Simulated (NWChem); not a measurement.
System meant: C3H5ClSi; SMILES C([SiH3])(=C=C)Cl

The following NWChem deck was run.

```
start job
memory heap 200 mb stack 900 mb global 1100 mb
geometry units angstroms noautoz
  C     -0.640802    -2.624461    -0.209258
  C     -0.305521    -1.367627    -0.002803
  C     -0.023342    -0.094222     0.191949
  Si    -1.264531     1.317537     0.018064
  Cl     1.610730     0.420022     0.651888
  H     -0.556235    -3.085480    -1.209087
  H     -1.012879    -3.262715     0.611436
  H     -2.598564     0.748430    -0.371949
  H     -0.779563     2.275626    -1.033136
  H     -1.371859     2.045726     1.328169
end
basis spherical
  * library def2-svp
end
dft
  odft
  mult 2
  xc xpbe96 cpbe96
  iterations 150
  mulliken
end
task dft energy
```

End of the output:

```
                                 NWChem DFT Module
                                 -----------------

 Summary of "ao basis" -> "ao basis" (spherical)
 ------------------------------------------------------------------------------
       Tag                 Description            Shells   Functions and Types
 ---------------- ------------------------------  ------  ---------------------
 C                          def2-svp                 6       14   3s2p1d
 Si                         def2-svp                 8       18   4s3p1d
 Cl                         def2-svp                 8       18   4s3p1d
 H                          def2-svp                 3        5   2s1p

 Summary of "ao basis" -> "ao basis" (spherical)
 ------------------------------------------------------------------------------
       Tag                 Description            Shells   Functions and Types
 ---------------- ------------------------------  ------  ---------------------
 C                          def2-svp                 6       14   3s2p1d
 Si                         def2-svp                 8       18   4s3p1d
 Cl                         def2-svp                 8       18   4s3p1d
 H                          def2-svp                 3        5   2s1p

      Symmetry analysis of basis
      --------------------------

        a'         70
        a"         33

  number of electrons :                   54
  multiplicity        :                    2
 ------------------------------------------------------------------------
  no. of electrons and multiplicity not compatible                  54
 ------------------------------------------------------------------------
 ------------------------------------------------------------------------
  current input line :
    25: task dft energy
 ------------------------------------------------------------------------
 ------------------------------------------------------------------------
 There is an error in the input file
 ------------------------------------------------------------------------
 For more information see the NWChem manual at https://nwchemgit.github.io

0: no. of electrons and multiplicity not compatible:Received an Error in Communication
```

Q: Find the fault in this run and fix the input.

A: The input was rejected before any calculation. Cause: the multiplicity doesn't fit the number of electrons (an even count wants an odd multiplicity, and the reverse). This input runs:
```
start job
memory heap 200 mb stack 900 mb global 1100 mb
geometry units angstroms noautoz
  C     -0.640802    -2.624461    -0.209258
  C     -0.305521    -1.367627    -0.002803
  C     -0.023342    -0.094222     0.191949
  Si    -1.264531     1.317537     0.018064
  Cl     1.610730     0.420022     0.651888
  H     -0.556235    -3.085480    -1.209087
  H     -1.012879    -3.262715     0.611436
  H     -2.598564     0.748430    -0.371949
  H     -0.779563     2.275626    -1.033136
  H     -1.371859     2.045726     1.328169
end
basis spherical
  * library def2-svp
end
dft
  xc xpbe96 cpbe96
  iterations 150
  mulliken
end
task dft energy
```
It converges to -866.12921 Ha (PBE/def2-SVP).
